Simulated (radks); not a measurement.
The numbers below are computed, except where a source is named.
All-electron atom: As in [Ar] 3d10 4s2 4p2 6s1 (not the ground configuration). Code: a radial shooting solver on a logarithmic mesh with Libxc functionals. Model: scalar-relativistic Kohn-Sham, BLYP, spin-polarised, spherical densities, finite nucleus; open shells are filled with parallel spins first; Fermi nuclear charge, rms radius 4.0968 fm.

X-ray form factor f0, the Fourier transform of the density (f0(0) = 33):

sin(theta)/lambda (1/angstrom),f0 (electrons)
0.05,31.410
0.1,30.108
0.15,28.193
0.2,26.267
0.25,24.432
0.3,22.734
0.4,19.670
0.5,16.931
0.6,14.504
0.8,10.759
1,8.424
1.25,6.823
1.5,5.915
2,4.608
